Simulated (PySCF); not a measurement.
Telling isomers of C$_{4}$H$_{12}$O$_{2}$Si$_{2}$ apart by NMR

Theoretical values (PySCF 2.14): geometry: GFN2-xTB, shielding tensors at PBE0/pcSseg-1 (GIAO). Rapidly exchanging positions averaged, one conformer, gas phase, non-relativistic Hamiltonian.

Chemical shifts δ = σref − σ; TMS for ¹H (σ = 31.72 ppm), ¹³C (σ = 186.93 ppm), all at this level. Where no couplings were computed, multiplicities follow the n + 1 count of equivalent neighbours, and m marks all less simple cases (inequivalent or close neighbours, rings, F or P nearby). Shifts are as computed. Against solution values, carbons near 30 ppm lie about +3 ppm off and those near 130 ppm about +5 ppm. Of 1309 compounds with measured shifts, 239 miss one by over three times the rms of a fit or turn the order of signals round; such compounds aren't used in these exercises.

(1) Tabulate the signals of `C=C(C)CO[SiH2]O[SiH3]`, `COC(=O)CC([SiH3])[SiH3]` and their relative energies.

(2) What is the quickest way to tell C=C(C)CO[SiH2]O[SiH3] from COC(=O)CC([SiH3])[SiH3]?

## Answers

(1) 
```json
{"SMILES": "C=C(C)CO[SiH2]O[SiH3]", "carbon types": "1×C 2×CH2 1×CH3", "δC": "154.7, 118.1, 70.0, 22.0", "δH": "5.22 (m, 1H), 5.21 (s, 3H), 5.20 (m, 1H), 4.85 (s, 2H), 4.47 (s, 2H), 2.12 (s, 3H)", "E rel. (kcal/mol)": "0.0"}
{"SMILES": "COC(=O)CC([SiH3])[SiH3]", "carbon types": "1×C 1×CH 1×CH2 1×CH3", "δC": "185.6, 53.0, 37.1, -0.7", "δH": "4.06 (s, 3H), 4.04 (d, 6H), 2.44 (d, 2H), 0.31 (m, 1H)", "E rel. (kcal/mol)": "46.0"}
```

Energies are electronic energies at PBE0/pcSseg-1 on these geometries, without zero-point or thermal terms, each for the one conformer computed, which needn't be the lowest.

(2) Both give the same number of carbon signals, but DEPT or the intensities differ. The first has a terminal =CH2 carbon at 118.1 ppm, the second an sp3 CH bonded to 2 Si at -0.7 ppm. Their most deshielded carbons lie at 154.7 and 185.6 ppm. In the proton spectra the most deshielded non-exchanging signals are 5.22 (m, 1H) and 4.06 (s, 3H).
